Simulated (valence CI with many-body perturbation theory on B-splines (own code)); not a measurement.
## Yb31+: calculated level list

Computed by valence CI with perturbative core correlation (CI+MBPT): three valence electrons over a frozen Dirac-Fock core [Kr], radial functions for each j: 7 s, 7 p, 8 d, 6 f, 4 g, 1 h, with the one-electron correlation potential Σ1 (screened to all orders), the two-electron term Σ2, the three-electron term Σ3, Breit, model QED; selected single and double excitations, second order for the rest, scaled by the run's own slope (own B-spline code, finite nucleus).

The last digits are not significant, and no measured levels were compared; by estimate large intervals hold to a few tenths of a per cent, small ones and those within an open d or f shell to about a per cent. The list stops below the first excitations out of the core.

Levels 1 to 19 of 19, with energies above the lowest level, (4d3/2^3) J=3/2. "Leading %" is the weight of the configuration and term that name the level; weights of strongly mixed levels are sums over their largest components and can fall short. In the jj column 3d3/2^4 stands for four electrons in 3d with j = 3/2. Lifetimes count E1, E2, E3, M1 and M2 decay at the calculated energies, and are blank where another channel may lead or the interval is too uncertain; long ones can be off by a factor of two.

| No. | Configuration | Term | J | E (cm⁻¹) | Leading % | Lifetime | g | Second component | Leading jj |
| --- | --- | --- | --- | --- | --- | --- | --- | --- | --- |
| 1 | 4d3 | 4F | 3/2 | 0 | 54 |  | 0.660 | 33 % 4d3 2D | 4d3/2^3 (95 %) |
| 2 | 4d3 | 4F | 5/2 | 84472 | 86 | 60.9 μs | 1.050 | 12 % 4d3 2D | 4d3/2^2 4d5/2 (98 %) |
| 3 | 4d3 | 4P | 3/2 | 103390 | 40 | 71.1 μs | 1.228 | 30 % 4d3 2P | 4d3/2^2 4d5/2 (96 %) |
| 4 | 4d3 | 4F | 7/2 | 111410 | 44 | 2.93 ms | 1.071 | 43 % 4d3 2G | 4d3/2^2 4d5/2 (91 %) |
| 5 | 4d3 | 2G | 9/2 | 115430 | 43 | 1.81 s | 1.063 | 40 % 4d3 2H | 4d3/2^2 4d5/2 (97 %) |
| 6 | 4d3 | 4P | 1/2 | 117160 | 61 | 190 μs | 1.895 | 38 % 4d3 2P | 4d3/2^2 4d5/2 (99 %) |
| 7 | 4d3 | 4P | 5/2 | 171440 | 54 | 240 μs | 1.355 | 29 % 4d3 2D | 4d3/2^2 4d5/2 (82 %) |
| 8 | 4d3 | 4F | 7/2 | 196610 | 55 | 28.9 μs | 1.085 | 42 % 4d3 2G | 4d3/2 4d5/2^2 (95 %) |
| 9 | 4d3 | 4F | 9/2 | 207700 | 53 | 50.7 μs | 1.139 | 43 % 4d3 2H | 4d3/2 4d5/2^2 (94 %) |
| 10 | 4d3 | 4P | 3/2 | 220830 | 41 | 21.6 μs | 1.139 | 40 % 4d3 2D | 4d3/2 4d5/2^2 (99 %) |
| 11 | 4d3 | 2P | 1/2 | 228670 | 61 | 35.4 μs | 1.435 | 38 % 4d3 4P | 4d3/2 4d5/2^2 (99 %) |
| 12 | 4d3 | 2H | 11/2 | 235750 | 100 | 114 μs | 1.088 |  | 4d3/2 4d5/2^2 (100 %) |
| 13 | 4d3 | 2D | 5/2 | 237700 | 51 | 48.5 μs | 1.201 | 21 % 4d3 4P | 4d3/2 4d5/2^2 (83 %) |
| 14 | 4d3 | 2D | 5/2 | 253990 | 43 | 67.6 μs | 1.107 | 41 % 4d3 2F | 4d3/2 4d5/2^2 (95 %) |
| 15 | 4d3 | 2F | 7/2 | 260390 | 84 | 83.6 μs | 1.104 | 14 % 4d3 2G | 4d3/2 4d5/2^2 (96 %) |
| 16 | 4d3 | 2D | 3/2 | 305450 | 58 | 30.7 μs | 1.008 | 33 % 4d3 2P | 4d3/2 4d5/2^2 (76 %) |
| 17 | 4d3 | 2G | 9/2 | 317490 | 54 | 22.5 μs | 1.142 | 30 % 4d3 4F | 4d5/2^3 (96 %) |
| 18 | 4d3 | 2D | 3/2 | 359840 | 65 | 21.5 μs | 1.013 | 25 % 4d3 2P | 4d5/2^3 (77 %) |
| 19 | 4d3 | 2D | 5/2 | 386720 | 65 | 14.6 μs | 1.158 | 22 % 4d3 2F | 4d5/2^3 (92 %) |

The ionisation energy to 4d2 3F_2 of the next ion comes out as 1225.1 eV (NIST: 1224 ± 4 eV (theoretical)). All 19 levels together are meant to be complete up to 911150 cm⁻¹.
